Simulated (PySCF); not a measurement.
[V(=O)(OH)3], neutral singlet in the gas phase. 

Z-matrix (Å, degrees):
```
V
O 1 1.5757
O 1 1.7755 2 109.37
H 3 0.9769 1 119.18 2 -0.58
O 1 1.7758 2 109.31 3 -120.02
H 5 0.9769 1 119.02 2 0.00
O 1 1.7761 2 109.30 5 -120.01
H 7 0.9770 1 118.74 2 -0.43
```
Charge 0, multiplicity 1.

All levels are single points at this geometry (BP86-D3(BJ)/def2-SVP); Pople sets use spherical d functions. Orbital energies aren't observables, and empty levels follow the basis.

M06-2X/6-31G* (LANL2DZ on V) in PySCF gives dipole (D) = 2.25.

### Question
Estimate the dipole (D) from each of these levels: B3LYP-D3(BJ)/def2-TZVP in PySCF; TPSSh-D3(BJ)/def2-TZVP in PySCF; B3LYP/3-21G in PySCF; BP86/6-31G* (LANL2DZ on V) in PySCF; HF/6-31G* (LANL2DZ on V) in PySCF.

### Answer

```csv
level,dipole (D)
B3LYP-D3(BJ)/def2-TZVP in PySCF,1.84
TPSSh-D3(BJ)/def2-TZVP in PySCF,1.78
B3LYP/3-21G in PySCF,2.57
BP86/6-31G* (LANL2DZ on V) in PySCF,1.92
HF/6-31G* (LANL2DZ on V) in PySCF,2.25
```
